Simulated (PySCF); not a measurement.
Atoms are numbered as in `[CH2:1]=[C:2]([CH3:3])[B:4]([CH3:5])[F:6]`. Hydrogens are named by the atom that carries them. Ha(C1) is cis to C3; Hb(C1) is trans to C3.

Geometry: PBE0-D3(BJ)/def2-SVP; GIAO absolute shieldings from PySCF, gas phase, non-relativistic, averaged over equivalent atoms.

At PBE0/pcSseg-0 (70 basis functions, 4.9 s wall time on 1 thread of an Arm Neoverse V2, shared host):
```
 atoms  σ (ppm)
    C2     41.8
    C1     42.5
    C3    166.6
    C5    185.6
    B4     52.0
    F6    199.6
Hb(C1)    26.07
Ha(C1)    26.56
 H(C3)    30.77
 H(C5)    32.04
```

**Question.** Predict the values at PBE/pcSseg-1 on the same geometry.

**Answer.** 
| atoms | σ at PBE/pcSseg-1 | change |
| --- | --- | --- |
| C2 | 29.5 | -12.3 |
| C1 | 40.5 | -2.0 |
| C3 | 154.5 | -12.1 |
| C5 | 175.6 | -10.0 |
| B4 | 44.7 | -7.3 |
| F6 | 184.2 | -15.4 |
| Hb(C1) | 24.81 | -1.26 |
| Ha(C1) | 25.23 | -1.33 |
| H(C3) | 29.29 | -1.48 |
| H(C5) | 30.56 | -1.48 |

The largest change is at F6 (fluorine bonded to B). Cost: 142 basis functions, 26 s wall time on 1 thread of an Arm Neoverse N1, shared host. The order of the carbon signals is the same at both levels.

A carbon bonded to boron is broadened by the quadrupolar boron nucleus and is often missing from a measured spectrum.
